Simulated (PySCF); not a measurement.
**LDA on P (phosphorus, neutral)**

Configuration: [Ne] 3s2 3p3, high-spin 4S determinant. Calculation: PySCF 2.14, in dyall-acv3z; scalar relativity by spin-free X2C-1e.

```json
{"Total energy": "-340.8186 hartree", "One-electron energy": "-472.5505 hartree", "Hartree (Coulomb) energy": "153.6754 hartree", "Exchange-correlation energy": "-21.9435 hartree", "⟨S²⟩": "3.7506", "⟨L²⟩": "0.000", "Sum of ⟨r⟩": "14.95 bohr", "Sum of ⟨r²⟩": "30.39 bohr²", "Langevin diamagnetic susceptibility": "-24.1 ×10⁻⁶ cm³/mol"}
```

| shell | electrons | mean orbital energy (eV) | rms radius, mean of both spins (bohr) |
| --- | --- | --- | --- |
| 1s α | 1 | -2074.8 | 0.120 |
| 1s β | 1 | -2074.4 | 0.120 |
| 2s α | 1 | -172.83 | 0.570 |
| 2s β | 1 | -172.44 | 0.570 |
| 2p α | 3 | -124.27 | 0.545 |
| 2p β | 3 | -123.77 | 0.545 |
| 3s α | 1 | -14.776 | 2.06 |
| 3s β | 1 | -12.324 | 2.06 |
| 3p α | 3 | -6.285 | 2.55 |

Densities and radii are taken from the X2C orbitals without a picture-change correction, which distorts them close to the nucleus.
